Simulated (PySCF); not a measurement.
Structure from 2D NMR

Compound of formula C₈H₆FN. Correlations simulated from computed shifts and couplings:

HSQC (one-bond C–H):
```tsv
δH	δC	¹J(C,H) (Hz)
8.00	129.1	191
7.50	128.2	171
6.79	124.4	172
6.69	100.8	185
6.55	115.5	173
6.50	96.4	183
```

COSY cross peaks (|J| ≥ 2 Hz):
```tsv
δH	δH	abs. J (Hz)	bonds
8.00	6.55	8.3	3
7.50	6.79	10.1	3
6.79	6.55	7.3	3
6.69	6.50	4.8	3
```

HMBC (two and three bonds, |J| ≥ 2.5 Hz):
```tsv
δH	δC [abs. J in Hz]
8.00	130.6 [5.0], 124.4 [7.7], 115.5 [3.2]
7.50	130.6 [7.8], 115.5 [9.1], 100.8 [2.8]
6.79	130.6 [8.9], 129.1 [8.0], 115.5 [2.6]
6.69	144.0 [12.0], 130.6 [8.7], 96.4 [4.8]
6.55	129.1 [5.5], 128.2 [7.9]
6.50	144.0 [2.6], 130.6 [9.1], 100.8 [3.0]
```

Carbons without hydrogens: δ 144.0, 130.6.

Method: J couplings at B3LYP/pcJ-1 (spin–dipole term only in couplings to heteroatoms), geometry from PBE0-D3(BJ)/def2-SVP, shielding tensors at HF/pcSseg-1 (GIAO), in PySCF 2.14 (single conformer, no solvent model, non-relativistic Hamiltonian).

Chemical shifts δ = σref − σ; ¹H (σref 31.69), ¹³C (σref 190.85) vs TMS, all at this level.

Exchangeable hydrogens are left out of these lists, and C,H couplings along chains are those of one rotamer, so weak HMBC peaks may be missing or extra.

Problem. Which molecule is this?

Solution. `InChI=1S/C8H6FN/c9-8-5-4-7-3-1-2-6-10(7)8/h1-6H`.

Structure with atom numbers: `[F:1][c:2]1[cH:3][cH:4][c:5]2[cH:6][cH:7][cH:8][cH:9][n:10]12`. Hydrogens are named by the atom that carries them.

- δC 144.0 is C2, an aromatic carbon bearing fluorine.
- δC 130.6 is C5, a ring-fusion aromatic carbon.
- δC 129.1 is C9, an aromatic CH next to a ring nitrogen (δH 8.00).
- δC 128.2 is C6, an aromatic CH (δH 7.50).
- δC 124.4 is C7, an aromatic CH (δH 6.79).
- δC 115.5 is C8, an aromatic CH (δH 6.55).
- δC 100.8 is C4, an aromatic CH (δH 6.69).
- δC 96.4 is C3, an aromatic CH (δH 6.50).
- HMBC from δH 8.00 reaches the proton-free carbon C5.
- HMBC from δH 7.50 reaches the proton-free carbon C5.
- HMBC from δH 6.79 reaches the proton-free carbon C5.
- HMBC from δH 6.69 reaches the proton-free carbons C2, C5.
- COSY links 8.00–6.55, 7.50–6.79, 6.79–6.55, 6.69–6.50.

The data come from this structure; uniqueness wasn't tested.

Common functionals overestimate the size of one-bond C–F couplings by tens of Hz; these are unscaled. Unscaled 3J(H,H) at this level run about 10 % above measured values. Shifts are as computed. Against solution values, carbons near 30 ppm lie about -0 ppm off and those near 130 ppm about +7 ppm. Of 1211 compounds with measured shifts, 218 miss one by over three times the rms of a fit or turn the order of signals round; such compounds aren't used in these exercises.
